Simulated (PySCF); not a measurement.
## Simulated absorption spectrum

Compound: C₄H₁₃AsGaN.
Geometry (PBE0-D3(BJ)/def2-SVP, Å), atoms numbered from 1 in this order:
```
atom  x, y, z in Å
As1    2.596    0.234   -0.656
Ga2    1.222   -1.831    0.769
N3    -0.293   -0.836    0.425
C4    -1.147   -0.922   -0.735
C5    -1.431    0.540   -1.125
C6    -1.219    1.330    0.184
C7    -0.811    0.258    1.214
H8     1.881    0.391   -1.983
H9     2.108    1.551   -0.088
H10    3.928    0.786   -1.153
H11    1.496   -3.009   -0.226
H12    1.889   -1.601    2.167
H13   -0.678   -1.506   -1.543
H14   -2.106   -1.428   -0.490
H15   -0.724    0.876   -1.900
H16   -2.443    0.667   -1.539
H17   -2.121    1.877    0.498
H18   -0.419    2.076    0.063
H19   -0.071    0.618    1.946
H20   -1.707   -0.054    1.792
```

Theory: TDDFT wB97X-D/def2-SVPD, vertical, gas phase, core orbitals frozen in the response (PySCF 2.14.0, density-fitted response routines). The wB97X-D/def2-SVPD calculation is non-relativistic and has no spin–orbit coupling, an omission that weighs most on arsenic and gallium.

Each state is given a Gaussian of 0.25 eV full width at half maximum, with ε(max) = 2.175×10⁸ f / Δν̃ (Δν̃ the width in cm⁻¹). The width is an assumption, not a result. The curve ends short of the highest state used, and states not computed would add to its high-energy end.

λ (nm), ε (L mol⁻¹ cm⁻¹) and a bar:
```
    187.9       4494 #########
    190.1       5112 ##########
    192.4       3511 #######
    194.6       1523 ###
    196.9        400 #
    199.2         67 
    201.4          9 
    203.7          9 
    205.9         62 
    208.2        344 #
    210.4       1292 ###
    212.7       3739 ########
    215.0       7912 ################
    217.2      12298 #########################
    219.5      14889 ##############################
    221.7      14029 ############################
    224.0      10370 #####################
    226.2       6233 #############
    228.5       2938 ######
    230.7       1196 ##
    233.0        526 #
    235.3        688 #
    237.5       1594 ###
    239.8       3415 #######
    242.0       5759 ############
    244.3       8036 ################
    246.5       9107 ##################
    248.8       8569 #################
    251.1       6698 #############
    253.3       4490 #########
    255.6       2513 #####
    257.8       1245 ##
    260.1        516 #
    262.3        195 
    264.6         62 
    266.8         18
```

Q: Where are the band maxima, and which computed states make them?

A: 247 nm (5.02 eV), ε about 9100, made up of S1 (100%); 220 nm (5.64 eV), ε about 15000, made up of S2 (44%) and S3 (54%); 190 nm (6.54 eV), ε about 5200, made up of S5 (99%) (ε in L mol⁻¹ cm⁻¹; maxima over ε = 5, shares over 10%). The states used: S1 5.02 eV (f 0.085); S2 5.59 eV (f 0.068); S3 5.67 eV (f 0.080); S4 5.76 eV (f 0.0042); S5 6.54 eV (f 0.048); S6 6.79 eV (f 0.0056); S7 6.92 eV (f 0.033); S8 6.97 eV (f 0.0029); S9 7.04 eV (f 0.153); S10 7.20 eV (f 0.058).

Q: On this curve, what absorbance would a 10⁻⁵ mol/L sample give at 254 nm over a 1 cm path?

A: 254 nm is 4.881 eV, where ε is about 3800 L mol⁻¹ cm⁻¹, so A = ε c l ≈ 0.038 (Beer–Lambert, with the gas-phase spectrum and the assumed width).

Q: What would ε be at 5.64 eV, the highest of these maxima, with half the width (0.125 eV)?

A: About 23600 L mol⁻¹ cm⁻¹ against 15000, a factor of about 1.6; a lone state at its own centre would give exactly 2.

Q: Coming from long wavelengths, where does ε first pass 100 L mol⁻¹ cm⁻¹?

A: At about 264 nm (4.70 eV), 0.32 eV below S1.

All these states lie below the vertical ionisation energy of 7.49 eV (ΔSCF).

One conformer stands for the species.

Without π bonds the low states are Rydberg-like; a valence basis with one diffuse set may place them up to an eV too high.
